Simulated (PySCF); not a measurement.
A structure optimised at B3LYP-D3(BJ)/def2-SVP, used in a PySCF frequency run:

```xyz
8

Al    -0.0024     0.0202     0.0000
O     -1.4142     0.9748     0.0000
H     -2.3228     0.6660     0.0000
O      1.5107     0.7999     0.0000
H      1.6114     1.7553     0.0000
N     -0.0070    -1.7466     0.0000
H      0.8404    -2.3054     0.0000
H     -0.8221    -2.3494     0.0000
```

Q: Write its SMILES, formula and point group.

A: [NH2][Al]([OH])[OH], AlH4NO2, Cs

Q: What are its rotational constants (standard atomic weights)?

A: 6.5107, 6.0947, 3.1479 GHz
